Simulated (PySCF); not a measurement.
Orbital picture of KBr⁺

UHF at R = 3.441 Å; K x2c-SVPall, Br x2c-SVPall; spin-free X2C with a Gaussian nucleus (PySCF 2.14). State: ²Π (doublet), unpaired electrons π ↑. Only the outer orbitals are listed, counted within each symmetry.

| spin | orbital | occ. | ε (eV) | on K (%) | main shells (%) |
| --- | --- | --- | --- | --- | --- |
| α | 10σ | 1 | -53.51 | 100 | 100 K s |
| α | 11σ | 1 | -33.45 | 1 | 99 Br s |
| α | 5π | 1 | -31.57 | 100 | 100 K p |
| α | 5π | 1 | -31.57 | 100 | 100 K p |
| α | 12σ | 1 | -31.54 | 99 | 99 K p |
| α | 6π | 1 | -18.27 | 0 | 100 Br p |
| α | 13σ | 1 | -16.69 | 2 | 98 Br p |
| α | 6π | 1 | -16.46 | 1 | 99 Br p |
| α | 14σ | 0 | -3.65 | 100 | 97 K s |
| α | 7π | 0 | -2.05 | 100 | 100 K p |
| α | 7π | 0 | -1.99 | 100 | 100 K p |
| β | 10σ | 1 | -53.51 | 100 | 100 K s |
| β | 11σ | 1 | -31.58 | 97 | 97 K p |
| β | 5π | 1 | -31.57 | 100 | 100 K p |
| β | 5π | 1 | -31.57 | 100 | 100 K p |
| β | 12σ | 1 | -30.51 | 3 | 97 Br s |
| β | 13σ | 1 | -16.08 | 3 | 97 Br p |
| β | 6π | 1 | -15.85 | 1 | 99 Br p |
| β | 6π | 0 | -5.32 | 5 | 95 Br p |
| β | 14σ | 0 | -3.64 | 100 | 96 K s |
| β | 7π | 0 | -1.99 | 100 | 100 K p |

**Question.** Which are the highest filled and the lowest empty level, where do they sit, and how wide is the gap?

**Answer.** Highest filled β 6π at -15.85 eV (in %: 99 Br p); lowest empty β 6π at -5.32 eV (in %: 95 Br p); the gap at UHF is 10.53 eV. Both belong to one degenerate shell, split only by its one-sided filling, so this is no excitation gap.

| Item | Value |
| --- | --- |
| bond order (Mayer) | 0.14 |
| ⟨S²⟩ | 0.756 |
| charge on K (Mulliken, basis-dependent) | 0.93 |
| charge on K (Löwdin, basis-dependent) | 0.80 |
| dipole moment (positive dipole points towards Br; it is taken about the centre of mass and depends on that origin) | -10.01 D |
| polarisability along the bond | 21.9 bohr³ |
| polarisability across the bond | 15.9 bohr³ |

Spin–orbit coupling is left out. The state is the lowest determinant that a PBE0 search found; another state may lie lower at other levels.
